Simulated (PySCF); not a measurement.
## Vibration and rotation of IO⁺

r²SCAN constants of IO⁺, ³Σ⁻ (triplet), unpaired electrons π ↑↑ (I aug-cc-pVDZ-PP with ECP28, O aug-cc-pVDZ; scalar-relativistic core potentials (PySCF 2.14); masses 126.9045 and 15.9949 u):

- ωe: 797.1 cm⁻¹
- ωexe: 3.61 cm⁻¹
- Be: 0.34818 cm⁻¹
- αe: 0.00210 cm⁻¹
- D (centrifugal): 2.66e-07 cm⁻¹
- De to I⁺ + O: 3.51 eV

Q: Give the vibrational terms G(v) and spacings up to v = 6.

A: G(v) = ωe(v+½) − ωexe(v+½)².

```tsv
v	G(v) (cm⁻¹)	G(v) − G(v−1)	Bv (cm⁻¹)
0	397.6		0.3471
1	1187.5	789.9	0.3450
2	1970.2	782.7	0.3429
3	2745.6	775.4	0.3408
4	3513.8	768.2	0.3387
5	4274.8	761.0	0.3366
6	5028.6	753.8	0.3345
```

Q: How well does the Morse estimate ωe²/(4ωexe) reproduce De, and what is D0?

A: It gives 5.46 eV, 155 % of the computed De. D0 = De − G(0) = 3.51 − 0.05 = 3.46 eV.

Spin–orbit coupling is left out, which matters for elements this heavy, above all for dissociation energies. For an ion De counts to the pair picked by the measured ionisation energies or electron affinities, which need not be the lowest pair at this level. The state is the lowest determinant that a PBE0 search found; another state may lie lower at other levels.
